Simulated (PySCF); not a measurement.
PySCF 2.14 output of a UHF calculation on a single atom or ion in aug-cc-pVDZ-PP with ECP60MDF (5s5p4d2f, 54 functions), with a scalar-relativistic core potential:

```
SCF conv_tol = 1e-09
number electrons alpha = 9  beta = 7
cycle= 1 E= -117.613977611929  delta_E= -0.0056  |g|= 0.0226  |ddm|= 0.0456
cycle= 2 E= -117.614108479682  delta_E= -0.000131  |g|= 0.0037  |ddm|= 0.00709
cycle= 3 E= -117.614112755517  delta_E= -4.28e-06  |g|= 0.000401  |ddm|= 0.00189
cycle= 4 E= -117.614112861996  delta_E= -1.06e-07  |g|= 0.000155  |ddm|= 0.000357
cycle= 5 E= -117.61411288011  delta_E= -1.81e-08  |g|= 1.64e-05  |ddm|= 0.000185
cycle= 6 E= -117.614112880262  delta_E= -1.52e-10  |g|= 1.52e-06  |ddm|= 2.14e-05
converged SCF energy = -117.614112880262  <S^2> = 2.0028488  2S+1 = 3.0018986
```

The run itself started from symmetry-adapted Hartree-Fock orbitals and held the occupation by maximum overlap, so the iterations belong to that start.

Q: Which element, charge and spin multiplicity is this?

A: Pt²⁺ (platinum, charge +2), multiplicity 3; the state was [Xe] 4f14 5d8, high-spin 3F determinant.

Energies and moments cover only the electrons outside the core potential. Spin-orbit coupling, absent here, splits the open shell strongly.
